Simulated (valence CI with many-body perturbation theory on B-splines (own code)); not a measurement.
## Level structure of Sb³⁸⁺

Method: configuration interaction combined with many-body perturbation theory (CI+MBPT): three valence electrons over a frozen Dirac-Fock core [Ne], radial functions for each j: 11 s, 11 p, 9 d, 7 f, 5 g, 2 h, 1 i, with the one-electron correlation potential Σ1 (screened to all orders), the two-electron term Σ2, the three-electron term Σ3, Breit, model QED; selected single and double excitations, second order for the rest (own B-spline code, finite nucleus).

No measured spectrum was set against this ion. As an estimate, large intervals hold to a few tenths of a per cent, small ones and those within an open d or f shell to about a per cent.

Levels 46 to 70 of 70, with energies above the lowest level, (3s^2 3p1/2) J=1/2. "Leading %" is the weight of the configuration and term that name the level; weights of strongly mixed levels are sums over their largest components and can fall short. In the jj column 3d3/2^4 stands for four electrons in 3d with j = 3/2. Lifetimes count E1, E2, E3, M1 and M2 decay at the calculated energies, and are blank where another channel may lead or the interval is too uncertain; long ones can be off by a factor of two.

| No. | Configuration | Term | J | E (× 10³ cm⁻¹) | Leading % | Second component | Lifetime | Leading jj |
| --- | --- | --- | --- | --- | --- | --- | --- | --- |
| 46 | 3p2.3d | 2F | 7/2 | 3598.3 | 36 | 33 % 3p2.3d 2G | 9.54 ps | 3p1/2 3p3/2 3d3/2 (83 %) |
| 47 | 3p2.3d | 4D | 7/2 | 3684.1 | 41 | 41 % 3p2.3d 4F | 7.44 ps | 3p1/2 3p3/2 3d5/2 (97 %) |
| 48 | 3p2.3d | 2D | 3/2 | 3718.7 | 39 | 26 % 3p2.3d 4D | 3.48 ps | 3p1/2 3p3/2 3d3/2 (58 %) |
| 49 | 3p2.3d | 4P | 5/2 | 3719.9 | 40 | 27 % 3p2.3d 4F | 3.46 ps | 3p1/2 3p3/2 3d3/2 (46 %) |
| 50 | 3p2.3d | 2G | 9/2 | 3729.3 | 53 | 42 % 3p2.3d 4F | 11.4 ps | 3p1/2 3p3/2 3d5/2 (94 %) |
| 51 | 3p2.3d | 4P | 3/2 | 3753.8 | 42 | 40 % 3p2.3d 2P | 4.11 ps | 3p1/2 3p3/2 3d5/2 (58 %) |
| 52 | 3p2.3d | 4P | 1/2 | 3755.4 | 40 | 28 % 3p2.3d 2P | 3.10 ps | 3p1/2 3p3/2 3d3/2 (87 %) |
| 53 | 3p2.3d | 2D | 5/2 | 3768.8 | 46 | 30 % 3p2.3d 4D | 5.19 ps | 3p1/2 3p3/2 3d5/2 (75 %) |
| 54 | 3p2.3d | 2G | 7/2 | 3822.3 | 38 | 33 % 3p2.3d 2F | 7.22 ps | 3p1/2 3p3/2 3d5/2 (69 %) |
| 55 | 3p2.3d | 2F | 5/2 | 3881.6 | 44 | 23 % 3p2.3d 2D | 3.55 ps | 3p1/2 3p3/2 3d5/2 (63 %) |
| 56 | 3p2.3d | 2D | 3/2 | 3902.1 | 36 | 28 % 3s.3d2 4F | 4.34 ps | 3p1/2 3p3/2 3d5/2 (56 %) |
| 57 | 3p2.3d | 2P | 1/2 | 3903.4 | 55 | 29 % 3p2.3d 2S | 5.18 ps | 3p1/2 3p3/2 3d5/2 (86 %) |
| 58 | 3s.3d2 | 4F | 3/2 | 3931.1 | 62 | 24 % 3p2.3d 2D | 2.85 ps | 3s 3d3/2^2 (55 %) |
| 59 | 3s.3d2 | 4F | 5/2 | 3955.7 | 80 | 8 % 3s.3d2 2D | 2.70 ps | 3s 3d3/2^2 (61 %) |
| 60 | 3s.3d2 | 4F | 7/2 | 4022.4 | 94 |  | 3.62 ps | 3s 3d3/2 3d5/2 (87 %) |
| 61 | 3s.3d2 | 4P | 1/2 | 4048.9 | 79 | 8 % 3s.3d2 2S | 2.33 ps | 3s 3d3/2^2 (69 %) |
| 62 | 3s.3d2 | 2D | 5/2 | 4062.0 | 24 | 20 % 3s.3d2 4P | 3.14 ps | 3s 3d3/2 3d5/2 (62 %) |
| 63 | 3s.3d2 | 4F | 9/2 | 4071.4 | 72 | 20 % 3s.3d2 2G | 4.74 ps | 3s 3d3/2 3d5/2 (60 %) |
| 64 | 3s.3d2 | 4P | 3/2 | 4085.4 | 43 | 22 % 3s.3d2 2D | 3.29 ps | 3s 3d3/2 3d5/2 (71 %) |
| 65 | 3s.3d2 | 2F | 7/2 | 4095.8 | 31 | 28 % 3p2.3d 4D | 4.98 ps | 3s 3d3/2 3d5/2 (37 %) |
| 66 | 3p2.3d | 2P | 1/2 | 4098.4 | 24 | 23 % 3s.3d2 2P | 3.08 ps | 3p3/2^2 3d3/2 (44 %) |
| 67 | 3s.3d2 | 4P | 3/2 | 4108.0 | 54 | 14 % 3p2.3d 4P | 2.95 ps | 3s 3d3/2 3d5/2 (65 %) |
| 68 | 3s.3d2 | 4P | 5/2 | 4129.9 | 59 | 17 % 3s.3d2 2F | 3.01 ps | 3s 3d3/2 3d5/2 (62 %) |
| 69 | 3s.3d2 | 2G | 9/2 | 4148.6 | 35 | 29 % 3p2.3d 4F | 5.86 ps | 3s 3d5/2^2 (52 %) |
| 70 | 3s.3d2 | 2G | 7/2 | 4177.8 | 51 | 31 % 3p2.3d 2F | 5.31 ps | 3p3/2^2 3d5/2 (36 %) |
